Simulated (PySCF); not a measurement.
Compound: C3H5AlO2.
SMILES with atom numbers: `[CH:1]1=[CH:2][O:3][AlH2-:4][O+:5]=[CH:6]1` (hydrogens: H7 on C1; H8 on C2; H9, H10 on Al4; H11 on C6)

Cartesian coordinates in Å at the PBE0-D3(BJ)/def2-SVP level; atoms count from 1:
```
atom  x, y, z in Å
C1     1.3525    0.4208    0.0016
C2     1.0523   -0.9253    0.2261
O3    -0.1082   -1.4301    0.2451
Al4   -1.7341   -0.5387   -0.0115
O5    -0.8987    1.1171   -0.2651
C6     0.3434    1.3591   -0.2317
H7     2.3927    0.7446    0.0077
H8     1.8848   -1.6284    0.4044
H9    -2.3741   -1.0135   -1.3841
H10   -2.5322   -0.5107    1.3603
H11    0.6324    2.4105   -0.4049
```

Level of theory: core-valence-separated Tamm–Dancoff BHandHLYP/aug-pcX-1 (pcseg-1 on H, def2-SVPD on Al) in PySCF, non-relativistic, gas phase, PBE0-D3(BJ)/def2-SVP geometry.

Computed carbon K-edge spectrum, Gaussian lines of 0.3 eV full width, highest printed point 100; it ends one width below the last computed root. No empirical shift is added; at this level the pattern usually sits a few eV under experiment.

| photon energy (eV) | absorption |
| --- | --- |
| 282.9 | 2 |
| 283.0 | 11 |
| 283.1 | 42 |
| 283.2 | 88 |
| 283.3 | 100 |
| 283.4 | 61 |
| 283.5 | 20 |
| 283.6 | 4 |
| 283.7 | 0 |
| 283.8 | 0 |
| 283.9 | 0 |
| 284.0 | 0 |
| 284.1 | 0 |
| 284.2 | 0 |
| 284.3 | 0 |
| 284.4 | 0 |
| 284.5 | 3 |
| 284.6 | 13 |
| 284.7 | 31 |
| 284.8 | 41 |
| 284.9 | 29 |
| 285.0 | 11 |
| 285.1 | 2 |
| 285.2 | 0 |
| 285.3 | 1 |
| 285.4 | 4 |
| 285.5 | 9 |
| 285.6 | 11 |
| 285.7 | 8 |
| 285.8 | 3 |
| 285.9 | 1 |
| 286.0 | 0 |
| 286.1 | 0 |
| 286.2 | 0 |
| 286.3 | 0 |
| 286.4 | 0 |
| 286.5 | 0 |
| 286.6 | 0 |
| 286.7 | 0 |
| 286.8 | 0 |
| 286.9 | 0 |
| 287.0 | 1 |
| 287.1 | 2 |
| 287.2 | 3 |
| 287.3 | 3 |
| 287.4 | 2 |
| 287.5 | 2 |
| 287.6 | 2 |
| 287.7 | 1 |
| 287.8 | 1 |
| 287.9 | 0 |
| 288.0 | 0 |
| 288.1 | 0 |
| 288.2 | 0 |
| 288.3 | 3 |
| 288.4 | 12 |
| 288.5 | 28 |

Q: Where are the maxima, and which lines make them up?

A: 4 maxima:
- 283.3 eV: C2/C6 (carbon bonded to C, O and H), 283.27 eV, f = 0.154, sum of 2, 100 % of the height at the exact maximum
- 284.8 eV: C1 (alkene CH carbon), 284.79 eV, f = 0.061, 1s→π*, 100 % of the height at the exact maximum
- 285.6 eV: C1 (alkene CH carbon), 285.59 eV, f = 0.017, 100 % of the height at the exact maximum
- 287.2 eV: C1 (alkene CH carbon), 287.24 eV, f = 0.004, 84 % of the height at the exact maximum; C1 (alkene CH carbon), 287.08 eV, f = 0.001, 12 % of the height at the exact maximum

Roots within 0.03 eV on the same or equivalent atoms count as one line; shares under 12 % aren't listed.

Vibrational structure and lifetime widths aren't in the curve. The ionisation threshold wasn't computed; near and above it a finite basis only mimics Rydberg series and continuum.
